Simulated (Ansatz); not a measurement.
Reactions of `C1[CH2][SnH2][O]1`.

Computed with Ansatz on PBE0-D4/def2-TZVP structures; ΔE is electronic, products minus reactants. CCSD(T)/CBS is the MP2 limit (def2-TZVPP, def2-QZVPP) plus CCSD(T) − MP2 in def2-TZVPP, frozen cores. This one scheme is used for every species, atoms too. DFT in def2-TZVPP. Open shells (•) are unrestricted, without spin–orbit coupling. Spin–orbit coupling would lower the free atoms: a little for C, O; strongly for Sn. def2 core potentials past Kr. Bonds to Sn are less sure, by a few kJ/mol each and by 10 to 20 or more in all where they break to atoms, as the def2 sets lack core-valence functions. Each species was taken in one conformer, which may not be the lowest.

```
                                    reaction  CCSD(T)/CBS(def2) (kJ/mol)
   `C1[CH2][SnH2][O]1` → `[CH3][SnH2][CH]=O`                           ?
      `C1[CH2][SnH2][O]1` → `C[C](=O)[SnH3]`                           ?
`C1[CH2][SnH2][O]1` → `[CH3][SnH]1[CH2][O]1`                          46
      `C1[CH2][SnH2][O]1` → `C[CH2][Sn][OH]`                        -157
       `C1[CH2][SnH2][O]1` → `C[O][Sn][CH3]`                        -110
`C1[CH2][SnH2][O]1` → 2 C• + 6 H• + O• + Sn•                        3457
```

(1) Fill in the missing values. (An estimate is asked.)

Largest T1 diagnostic: 0.017, for `[CH3][SnH]1[CH2][O]1`.

Results:

(1) Ansatz gave: `C1[CH2][SnH2][O]1` → `[CH3][SnH2][CH]=O`: +28.2 kJ/mol; `C1[CH2][SnH2][O]1` → `C[C](=O)[SnH3]`: +24.7 kJ/mol.
